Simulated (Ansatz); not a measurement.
Cartesian coordinates in Å:
```
C 1.234 1.646 2.805
C 1.680 0.338 2.174
N 0.719 -0.190 1.221
C -0.491 -0.742 1.789
Ge 1.205 -0.632 -0.442
F 2.576 0.364 -0.805
F 1.862 -2.224 -0.635
N -0.158 -0.532 -1.601
C -0.126 -1.283 -2.839
C -0.991 0.659 -1.609
C -2.477 0.349 -1.670
H 1.086 2.410 2.039
H 0.300 1.533 3.359
H 1.991 2.005 3.507
H 2.630 0.497 1.658
H 1.867 -0.408 2.960
H -1.090 0.030 2.284
H -1.111 -1.182 1.005
H -0.273 -1.526 2.527
H 0.172 -0.654 -3.690
H 0.581 -2.109 -2.760
H -1.107 -1.712 -3.063
H -0.716 1.305 -2.457
H -0.782 1.232 -0.701
H -2.744 -0.179 -2.588
H -2.780 -0.269 -0.822
H -3.055 1.275 -1.644
```

Total charge 0; spin multiplicity 1.

(1) List the r2SCAN/def2-TZVPP orbital energies in eV (Ansatz 0.2.0). (Best estimate.)

Answers

(1) Ansatz gave: Occupied: -10835.30, -1350.21, -1200.28, -1200.26, -1200.24, -665.40, -665.39, -385.57, -385.56, -274.06, -273.94, -273.89, -273.75, -272.94, -272.83, -168.63, -118.38, -118.33, -118.26, -32.33, -32.00, -31.68, -31.58, -31.56, -29.99, -29.22, -24.02, -23.71, -19.72, -19.68, -17.78, -17.59, -15.83, -15.27, -13.98, -12.72, -12.39, -12.15, -11.91, -11.46, -11.20, -10.96, -10.72, -10.59, -10.18, -10.11, -9.95, -9.77, -9.54, -9.51, -9.40, -9.34, -9.11, -8.86, -8.55, -8.31, -5.83, -5.63. Lowest empty: -0.23, 0.92, 1.17, 1.34, 1.70, 2.08, 2.20, 2.25.
